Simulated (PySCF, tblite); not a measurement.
Isomers of C3H8ClOSi (doublet state), one GFN2-xTB conformer each. Single-point energies are computed at B3LYP/pcH-1 (PySCF, gas phase, no added dispersion term), electronic only. GFN2-xTB treats the open shell by occupation alone, and not every SCF solution was tested for stability.

```json
{"SMILES": "CCO[SiH2][CH]Cl", "GFN2-xTB relative energy (kcal/mol)": "0.3"}
{"SMILES": "CCO[SiH]CCl", "GFN2-xTB relative energy (kcal/mol)": "0.0"}
{"SMILES": "[CH2]CO[SiH2]CCl", "GFN2-xTB relative energy (kcal/mol)": "14.8"}
```

Conformers: `[CH3:1][CH2:2][O:3][SiH2:4][CH:5][Cl:6]` (doublet state) with C1–C2–O3–Si4 180°, C2–O3–Si4–C5 180°, O3–Si4–C5–Cl6 180°; `[CH3:1][CH2:2][O:3][SiH:4][CH2:5][Cl:6]` (doublet state) with C1–C2–O3–Si4 168°, C2–O3–Si4–C5 179°, O3–Si4–C5–Cl6 165°; `[CH2:1][CH2:2][O:3][SiH2:4][CH2:5][Cl:6]` (doublet state) with H–C1–C2–O3 10° and -170°, C1–C2–O3–Si4 -179°, C2–O3–Si4–C5 -178°, O3–Si4–C5–Cl6 180°.

What does B3LYP/pcH-1 give for the same structures?

| SMILES | B3LYP/pcH-1 E (Eh) | B3LYP/pcH-1 (kcal/mol) | GFN2-xTB (kcal/mol) | point group |
| --- | --- | --- | --- | --- |
| CCO[SiH]CCl | -944.06646 | 0.0 | 0.0 | C1 |
| CCO[SiH2][CH]Cl | -944.05940 | 4.4 | 0.3 | Cs |
| [CH2]CO[SiH2]CCl | -944.04570 | 13.0 | 14.8 | near Cs |

Both levels put the same isomer lowest; measured from each level's own lowest isomer, the values differ by up to 4.1 kcal/mol (CCO[SiH2][CH]Cl: 0.3 against 4.4). Neighbours under 5.0 kcal/mol apart (CCO[SiH]CCl and CCO[SiH2][CH]Cl) can change places with a better method, another conformer or zero-point energy.

What happens when harmonic zero-point energies from GFN2-xTB frequencies are added?

```tsv
SMILES	ZPE (kcal/mol)	electronic (kcal/mol)	with ZPE (kcal/mol)
CCO[SiH]CCl	65.6	0.0	0.0
CCO[SiH2][CH]Cl	62.9	4.4	1.7
[CH2]CO[SiH2]CCl	61.1	13.0	8.6
```

The zero-point energies span 4.5 kcal/mol. The order is unchanged.
